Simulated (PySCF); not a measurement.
Compound: C8H12.
Atom-mapped SMILES: `[CH3:1][C@@H:2]1[CH2:3][C@@H:4]1[C@H:5]1[CH:6]=[CH:7][CH2:8]1` (hydrogens: H9, H10, H11 on C1; H12 on C2; H13, H14 on C3; H15 on C4; H16 on C5; H17 on C6; H18 on C7; H19, H20 on C8)

Computed with PySCF at B3LYP/def2-SVPD, non-relativistic, on one gas-phase PBE0-D3(BJ)/def2-SVP geometry that isn't relaxed in the solvent. The solvent is an IEF-PCM continuum (cavity from Bondi-type radii × 1.2). Only the electrostatic response of the medium enters.

Gas phase at B3LYP/def2-SVPD: HOMO -6.84 eV, LUMO 0.13 eV, dipole 0.26 D.

Task: What does the continuum do to the energy, the frontier levels and the dipole at B3LYP/def2-SVPD in chloroform and dimethylsulfoxide?

Result: 
| solvent | ε | E(solvent) − E(gas) (kcal/mol) | polarisation term (kcal/mol) | distortion of the solute (kcal/mol) | HOMO (eV) | LUMO (eV) | dipole (D) |
| --- | --- | --- | --- | --- | --- | --- | --- |
| chloroform | 4.711 | -1.19 | -1.26 | 0.07 | -6.81 | 0.15 | 0.35 |
| dimethylsulfoxide | 46.83 | -1.70 | -1.85 | 0.15 | -6.82 | 0.14 | 0.39 |

Polarisation term: ½ Σ q·V over the induced surface charges. Distortion: the rise of the solute's own energy as its density leaves the gas-phase optimum. From chloroform to dimethylsulfoxide the lowering changes by a factor 1.43, Onsager's factor (ε − 1)/(2ε + 1) by 1.36 and ε itself by 9.9.

Task: How does the static polarisability (B3LYP/def2-SVPD, frozen core, with the continuum's full static response) change?

Result: 
```json
{"medium": "gas", "isotropic (au)": "91.5", "principal values (au)": "74.7, 92.6, 107.2", "⟨r²⟩ of the electrons (bohr²)": "1109.9"}
{"medium": "chloroform", "isotropic (au)": "114.1", "principal values (au)": "95.1, 117.2, 129.9", "⟨r²⟩ of the electrons (bohr²)": "1109.7"}
{"medium": "dimethylsulfoxide", "isotropic (au)": "125.8", "principal values (au)": "107.3, 129.6, 140.4", "⟨r²⟩ of the electrons (bohr²)": "1109.7"}
```

The isotropic value in dimethylsulfoxide is 1.37 times the gas-phase one; no cavity-field correction is applied. ⟨r²⟩ is taken about the centre of nuclear charge.

The values belong to the conformer `[CH3:1][C@@H:2]1[CH2:3][C@@H:4]1[C@H:5]1[CH:6]=[CH:7][CH2:8]1`: C3–C4–C5–C6 96°.
